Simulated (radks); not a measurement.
Question: Cr III, configuration [Ar] 3d4. Calculated with a radial shooting solver on a logarithmic mesh with Libxc functionals: Dirac Kohn-Sham, relativistic LDA (MacDonald-Vosko exchange, VWN5 correlation), spin-unpolarised, spherical densities, finite nucleus; open shells fill j = l - 1/2 first; Fermi nuclear charge, rms radius 3.6452 fm. Some entries of the table are withheld. Estimate them.

orbital,occ.,eigenvalue (hartree),<r> (bohr)
1s1/2,2,(1),0.06376
2s1/2,2,-25.19487,0.2940
2p1/2,2,-21.56434,(2)
2p3/2,4,-21.24851,(3)
3s1/2,2,-3.47596,0.9002
3p1/2,2,(4),0.9519
3p3/2,4,(5),0.9607
3d3/2,4,(6),1.223
3d5/2,0,(7),1.227
4s1/2,0,-0.68823,2.660
4p1/2,0,(8),3.131
4p3/2,0,(9),3.151

Answer: 
(1) 1s1/2 eigenvalue (hartree): -215.8108
(2) 2p1/2 <r> (bohr): 0.2584
(3) 2p3/2 <r> (bohr): 0.2613
(4) 3p1/2 eigenvalue (hartree): -2.46390
(5) 3p3/2 eigenvalue (hartree): -2.42572
(6) 3d3/2 eigenvalue (hartree): -0.85189
(7) 3d5/2 eigenvalue (hartree): -0.84838
(8) 4p1/2 eigenvalue (hartree): -0.49600
(9) 4p3/2 eigenvalue (hartree): -0.49234
